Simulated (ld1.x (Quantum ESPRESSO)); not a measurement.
## An all-electron radial function and its pseudo partner (H (Z = 1))

Columns: radius, all-electron u(r) and pseudo u(r) of the 1s shell (level -12.34 eV) of hydrogen in the configuration 1s0.5; LDA (PZ), scalar-relativistic, TM semilocal scheme, ld1.x (Quantum ESPRESSO) 7.5.

```tsv
r (bohr)	all-electron	pseudo
0.062	0.1210	0.0976
0.124	0.2273	0.1932
0.186	0.3202	0.2848
0.248	0.4009	0.3706
0.310	0.4705	0.4489
0.372	0.5299	0.5184
0.434	0.5803	0.5782
0.496	0.6224	0.6278
0.558	0.6571	0.6674
0.620	0.6851	0.6977
0.682	0.7071	0.7196
0.744	0.7238	0.7345
0.806	0.7357	0.7438
0.868	0.7433	0.7486
0.930	0.7472	0.7502
0.992	0.7477	0.7491
1.054	0.7453	0.7458
1.116	0.7403	0.7404
1.178	0.7331	0.7331
1.240	0.7239	0.7239
1.302	0.7130	0.7130
1.364	0.7007	0.7007
1.426	0.6872	0.6872
1.488	0.6726	0.6726
1.550	0.6572	0.6572
1.612	0.6412	0.6412
```

Problem. How many radial nodes do the two functions have?

Solution. The all-electron 1s function has n − l − 1 = 0; the pseudo-wave has 0.

Problem. At about which radius was the pseudo-wave matched?

Solution. 1.24 bohr. The columns agree to 0.0005 from 1.12 bohr on; several derivatives are matched, so the curves merge somewhat inside the radius.

Problem. Is the pseudo-wave norm-conserving?

Solution. Yes: the TM semilocal scheme keeps the norm inside the radius equal to the all-electron one, which fixes the energy derivative of the logarithmic derivative at the level.
